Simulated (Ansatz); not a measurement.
System: sum formula ZrH₄S, net charge 0, singlet state. 
Coordinates optimised at B3LYP-D3(BJ)/def2-TZVP (Ansatz, a quantum-chemistry and plane-wave program):
SMILES: [SH][ZrH3]
```xyz
6

Zr    -0.6278    -0.1906    -0.0223
H     -0.9248    -1.2371     1.4764
H     -1.7129     1.3055    -0.0256
H     -0.9137    -1.1455    -1.5787
S      1.6781     0.5524    -0.0082
H      1.8146    -0.1369     1.1500
```

Quantity: vertical electron affinity (to the doublet state of charge -1; a negative value means that the extra electron is unbound and the number depends on the basis; each state is the SCF solution reached for its spin), in eV. Correlated levels leave the core frozen unless marked. Open shells are spin-unrestricted. Spin-orbit coupling is left out. The frozen core is the preceding noble-gas configuration, with the filled d and f shells of earlier blocks. Past Kr the def2 sets carry scalar-relativistic core potentials. Anions need diffuse functions: def2-D sets add few. Basis-set limits of correlation are two-point, X^-3; Hartree-Fock from the larger set. [CCSD(T)-MP2]/basis is that difference in the basis named.

```tsv
level	program	vertical electron affinity (eV)
HF/def2-SVPD	Ansatz	0.33
HF/def2-TZVPPD	Ansatz	0.31
HF/def2-QZVPPD	Ansatz	0.28
SVWN5/def2-TZVPD	Ansatz	0.84
PBE/def2-TZVPD	Ansatz	0.71
r2SCAN/def2-TZVPD	Ansatz	0.73
B3LYP/def2-TZVPD	Ansatz	0.77
PBE0/def2-TZVPD	Ansatz	0.80
BHLYP/def2-TZVPD	Ansatz	0.75
wB97M-V/def2-TZVPD	Ansatz	0.83
wB97X-V/def2-TZVPD	Ansatz	0.77
wB97X/def2-TZVPD	Ansatz	0.82
MP2/def2-SVPD	Ansatz	0.52
SCS-MP2/def2-SVPD	Ansatz	0.44
SCS-MP2/def2-TZVPPD	Ansatz	0.49
CCSD/def2-SVPD	Ansatz	0.61
CCSD/def2-TZVPPD	Ansatz	0.68
CCSD(T)/def2-SVPD	Ansatz	0.60
CCSD(T)/def2-TZVPPD	Ansatz	0.68
RI-MP2/CBS(def2-TZVPPD,def2-QZVPPD)+[CCSD(T)-MP2]/def2-TZVPPD	Ansatz	0.73
```
